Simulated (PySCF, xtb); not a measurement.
C2H5Cd, SMILES C[CH2][Cd] (connectivity only; charge and spin as stated), neutral, multiplicity 2.

Harmonic wavenumbers (cm⁻¹) from GFN2-xTB in xtb at its own minimum, in rising order: 107, 142, 266, 422, 870, 882, 1051, 1089, 1215, 1399, 1450, 1484, 1506, 2885, 2921, 2925, 2936, 2939.

Task: What does PBE0-D3(BJ)/def2-TZVP (PySCF) give at its own minimum? (Estimate from the structure and the level; the computed values follow.)

Result: 156, 203, 267, 567, 875, 887, 1026, 1084, 1230, 1398, 1453, 1483, 1486, 3008, 3077, 3087, 3111, 3154. Paired by order, the mean absolute difference is 65 cm⁻¹ and the zero-point energies are 37.9 and 39.4 kcal/mol.
